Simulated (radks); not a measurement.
Spherical quantum dot in the effective-mass picture: electrons in a hard-walled sphere of radius 11, with a point charge +1 (a donor) at the centre, all in effective atomic units (hartree* = m*/eps^2 hartree, bohr* = eps/m* bohr), one dielectric constant everywhere. Method: non-relativistic Kohn-Sham, exchange-only LDA, spin-polarised, spherical densities; computed with a radial shooting solver with Libxc functionals. Levels are named by radial order and angular momentum (1s, 1p, 1d, 2s, ...), and open shells are averaged over m. Results are scaled to m* = 0.183 and eps = 17.9, for which hartree* = 15.54 meV and bohr* = 5.176 nm.

N = 5, configuration 1s2 1p(up 3, down 0). This is the lowest configuration that the search found (a dilute case). Occupied and some empty levels:

| level | occupation | eigenvalue (meV) | <r> (nm) |
|---|---|---|---|
| 1s down | 1 | 5.6833 | 8.645 |
| 1s up | 1 | 6.8688 | 33.44 |
| 1p up | 3 | 7.3267 | 37.88 |
| 1d up | 0 | 7.9756 | 39.51 |
| 2s up | 0 | 8.2487 | 19.47 |
| 2s down | 0 | 8.7067 | 36.55 |
| 1f up | 0 | 8.8401 | 40.84 |
| 1p down | 0 | 8.9297 | 36.29 |
| 1d down | 0 | 9.6437 | 39.44 |
| 1f down | 0 | 10.514 | 41.11 |

Energy (meV): total 7.88217, kinetic 12.065, external -24.380, Hartree 29.877, exchange-correlation -9.6791.

Electron density:

| r (nm) | n(r) (e/nm^3) |
|---|---|
| 2.79 | 0.0007205 |
| 5.64 | 0.0002481 |
| 8.48 | 0.00009049 |
| 11.3 | 0.00003580 |
| 14.2 | 0.00001635 |
| 17.0 | 9.556e-06 |
| 19.9 | 7.566e-06 |
| 22.7 | 7.506e-06 |
| 25.6 | 8.233e-06 |
| 28.4 | 9.201e-06 |
| 31.3 | 0.00001006 |
| 34.1 | 0.00001050 |
| 37.0 | 0.00001031 |
| 39.8 | 9.350e-06 |
| 42.6 | 7.681e-06 |
| 45.5 | 5.550e-06 |
| 48.3 | 3.357e-06 |
| 51.2 | 1.530e-06 |
| 54.0 | 3.773e-07 |
| 56.9 | 7.368e-10 |
